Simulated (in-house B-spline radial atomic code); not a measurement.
A fraction x of an electron is removed from 3d in the manganese ion Mn⁴⁺, starting from [Ar] 3d3 and keeping the highest spin. Level of theory: scalar-relativistic (X2C) BHandHLYP, spin-polarised, spherical fractional occupations, Fermi nucleus of rms radius 3.7057 fm; calculated with an all-electron radial atomic-structure program (B-spline basis).

Caution: exact exchange at fractional occupations of open shells leaves self-interaction of up to several eV.

```json
{"x": "0", "E(x) - E(0) (eV)": "0.0000", "3d up level (eV)": "-63.632"}
{"x": "0.07", "E(x) - E(0) (eV)": "4.4992", "3d up level (eV)": "-64.916"}
{"x": "0.2", "E(x) - E(0) (eV)": "13.0943", "3d up level (eV)": "-67.321"}
{"x": "0.31", "E(x) - E(0) (eV)": "20.6125", "3d up level (eV)": "-69.377"}
{"x": "0.47", "E(x) - E(0) (eV)": "31.9541", "3d up level (eV)": "-72.400"}
{"x": "0.5", "E(x) - E(0) (eV)": "34.1347", "3d up level (eV)": "-72.971"}
{"x": "0.62", "E(x) - E(0) (eV)": "43.0289", "3d up level (eV)": "-75.269"}
{"x": "0.75", "E(x) - E(0) (eV)": "52.9771", "3d up level (eV)": "-77.783"}
{"x": "0.8", "E(x) - E(0) (eV)": "56.8906", "3d up level (eV)": "-78.757"}
{"x": "0.95", "E(x) - E(0) (eV)": "68.9244", "3d up level (eV)": "-81.700"}
{"x": "1", "E(x) - E(0) (eV)": "73.0341", "3d up level (eV)": "-82.688"}
```

The exact functional would give a straight line between the two integer points. Deviations E(x) - E(0) - x[E(1) - E(0)], in eV: -0.613 at x = 0.07, -1.513 at x = 0.2, -2.028 at x = 0.31, -2.372 at x = 0.47, -2.382 at x = 0.5, -2.252 at x = 0.62, -1.798 at x = 0.75, -1.537 at x = 0.8, -0.458 at x = 0.95.

The curve lies below the straight line by up to 2.382 eV (at x = 0.5): convex, the delocalisation error, to which spherically averaged exact exchange adds.

**Question.** How well does Slater's transition state (minus the level at half occupation) give the ionisation energy?

**Answer.** It gives 72.971 eV against 73.034 eV from the two total energies; NIST lists 72.41 eV, ground level to ground level. The end point has an open shell averaged over its orbitals, so its exact exchange keeps a self-interaction and this is no true integer point.
